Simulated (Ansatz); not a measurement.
hexamethyldisilane (C₆H₁₈Si₂), singlet, geometry from GFN2-xTB. Base run: PBE0/6-31G* (Ansatz, an electronic-structure program).

Geometry (Å):
```xyz
26

C     -1.8525    -0.7534    -1.6449
Si    -1.1575    -0.1925     0.0487
C     -2.1154     1.3846     0.5593
C     -1.5943    -1.5564     1.3195
Si     1.1575     0.1925    -0.0487
C      1.8525     0.7534     1.6449
C      1.5943     1.5564    -1.3195
C      2.1154    -1.3846    -0.5593
H     -1.3812    -1.6734    -1.9777
H     -1.6773    -0.0025    -2.4096
H     -2.9234    -0.9323    -1.6030
H     -3.1868     1.2096     0.6052
H     -1.8005     1.7361     1.5374
H     -1.9472     2.1923    -0.1468
H     -2.6647    -1.7368     1.3668
H     -1.1161    -2.4977     1.0654
H     -1.2655    -1.2830     2.3177
H      2.9234     0.9323     1.6030
H      1.3812     1.6734     1.9777
H      1.6773     0.0025     2.4096
H      1.2655     1.2830    -2.3177
H      1.1161     2.4977    -1.0654
H      2.6647     1.7368    -1.3668
H      1.8005    -1.7361    -1.5374
H      1.9472    -2.1923     0.1468
H      3.1868    -1.2096    -0.6052
```
Charge 0, spin multiplicity 1.
All else is at Ansatz's defaults.
Base energy -817.94473 Eh.

Variants of this job, named by their change:

```
change                                                            ΔE vs base (kcal/mol)
----------------------------------------------------------------  ---------------------
base                                                                              0.000
lower_state_search = light                                                        0.000
point_charge = charge:1.0 position_ang:-2.4596, -5.9333, -0.7092                  -1.74
fitting.mean_field = def2-universal-JKFIT                                        -0.088
final_grid = 6, 12, 29                                                            0.028
lower_state_search = off                                                          0.000
forces = on                                                                       0.000
point_charge = charge:-1.0 position_ang:3.4571, 4.3918, 3.243                     -1.87
fitting.mean_field = cc-pVTZ-JKFIT                                                  ___
lower_state_search = full                                                         0.000
nuclear_model = gaussian                                                            ___
```

What belongs in the gaps?


- fitting.mean_field = cc-pVTZ-JKFIT, ΔE vs base (kcal/mol): -0.041
- nuclear_model = gaussian, ΔE vs base (kcal/mol): 0.222
